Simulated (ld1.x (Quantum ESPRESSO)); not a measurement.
## u(r) = r·R(r): atom against pseudo-atom (H (Z = 1))

Columns: radius, all-electron u(r) and pseudo u(r) of the 1s shell (level -6.49 eV) of hydrogen in the configuration 1s1; PBE, scalar-relativistic, TM scheme, ld1.x (Quantum ESPRESSO) 7.5.

```tsv
r (bohr)	all-electron	pseudo
0.075	0.1335	0.1040
0.150	0.2473	0.2054
0.225	0.3436	0.3016
0.300	0.4244	0.3902
0.375	0.4916	0.4693
0.450	0.5468	0.5372
0.525	0.5914	0.5931
0.600	0.6269	0.6368
0.675	0.6543	0.6688
0.750	0.6747	0.6905
0.825	0.6891	0.7034
0.900	0.6982	0.7095
0.975	0.7028	0.7106
1.050	0.7035	0.7081
1.125	0.7009	0.7030
1.200	0.6954	0.6962
1.275	0.6875	0.6876
1.350	0.6775	0.6775
1.425	0.6659	0.6659
1.500	0.6528	0.6528
1.575	0.6386	0.6386
1.650	0.6235	0.6235
1.725	0.6076	0.6076
1.800	0.5913	0.5913
1.875	0.5745	0.5745
1.950	0.5574	0.5574
```

How many radial nodes do the two functions have?

The all-electron 1s function has n − l − 1 = 0; the pseudo-wave has 0.

At about which radius was the pseudo-wave matched?

1.45 bohr. The columns agree to 0.0005 from 1.27 bohr on; several derivatives are matched, so the curves merge somewhat inside the radius.

Is the pseudo-wave norm-conserving?

Yes: the TM scheme keeps the norm inside the radius equal to the all-electron one, which fixes the energy derivative of the logarithmic derivative at the level.
